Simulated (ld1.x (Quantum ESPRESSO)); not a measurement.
Scattering properties, TM potential for Cr (Z = 24)

Cr (Z = 24), norm-conserving Troullier–Martins (Kleinman–Bylander form), made with ld1.x (Quantum ESPRESSO) 7.5 (PBE, scalar-relativistic). Core [Ar], reference 3d4 4s0 4p0 (charge +2). Waves: 4p (bound, empty): rc 2.80 bohr; 3d (bound): rc 1.56 bohr; 4s (bound, empty): rc 2.30 bohr. Local part: the s channel. Core correction: Bessel-smoothed model core inside 0.50 bohr.

The phase is arctan(r·u′/u) with u = r·R(r), unwrapped; energies in Ry, scanned from -4 to 5 Ry. A pole is an energy at which the radial function vanishes at the test radius. The pseudo phase is shifted by a multiple of π to meet the all-electron one at the reference energy, and phase errors are pseudo minus all-electron; the curves can meet again beyond the range given. Levels narrower than the energy grid can be missing from the lists of poles.

```json
{"channel": "s", "radius (bohr)": "3.05", "reference energy (Ry)": "-1.37", "poles, all-electron": "-0.37", "poles, pseudo": "-0.40, 3.96", "unbroken range about the reference energy with phases within 0.05 rad": "below 0.9", "phase error 1 Ry above the reference energy (rad)": "-0.005"}
{"channel": "p", "radius (bohr)": "3.05", "reference energy (Ry)": "-0.99", "poles, all-electron": "0.41", "poles, pseudo": "0.39", "unbroken range about the reference energy with phases within 0.05 rad": "below 2.3", "phase error 1 Ry above the reference energy (rad)": "-0.004"}
{"channel": "d", "radius (bohr)": "3.05", "reference energy (Ry)": "-1.68", "poles, all-electron": "-1.61, 1.80", "poles, pseudo": "-1.61, 2.73", "unbroken range about the reference energy with phases within 0.05 rad": "below -0.7", "phase error 1 Ry above the reference energy (rad)": "+0.057"}
```

Phases in the p channel:

| E (Ry) | all-electron | pseudo |
| --- | --- | --- |
| -4.00 | 1.369 | 1.366 |
| -3.76 | 1.358 | 1.355 |
| -3.52 | 1.345 | 1.343 |
| -3.28 | 1.331 | 1.329 |
| -3.04 | 1.313 | 1.311 |
| -2.80 | 1.292 | 1.290 |
| -2.56 | 1.264 | 1.262 |
| -2.32 | 1.228 | 1.226 |
| -2.08 | 1.176 | 1.174 |
| -1.84 | 1.098 | 1.096 |
| -1.60 | 0.965 | 0.963 |
| -1.36 | 0.702 | 0.700 |
| -1.12 | 0.118 | 0.118 |
| -0.88 | -0.676 | -0.676 |
| -0.64 | -1.116 | -1.118 |
| -0.40 | -1.320 | -1.322 |
| -0.16 | -1.431 | -1.434 |
| 0.08 | -1.502 | -1.506 |
| 0.32 | -1.554 | -1.558 |
| 0.56 | -1.595 | -1.601 |
| 0.80 | -1.631 | -1.638 |
| 1.04 | -1.664 | -1.673 |
| 1.28 | -1.699 | -1.710 |
| 1.52 | -1.737 | -1.751 |
| 1.76 | -1.782 | -1.802 |
| 2.00 | -1.841 | -1.870 |
| 2.24 | -1.926 | -1.971 |
| 2.48 | -2.064 | -2.146 |
| 2.72 | -2.331 | -2.497 |
| 2.96 | -2.900 | -3.183 |
| 3.20 | -3.668 | -3.851 |
| 3.44 | -4.111 | -4.187 |
| 3.68 | -4.319 | -4.353 |
| 3.92 | -4.431 | -4.449 |
| 4.16 | -4.502 | -4.511 |
| 4.40 | -4.550 | -4.554 |
| 4.64 | -4.586 | -4.587 |
| 4.88 | -4.614 | -4.613 |
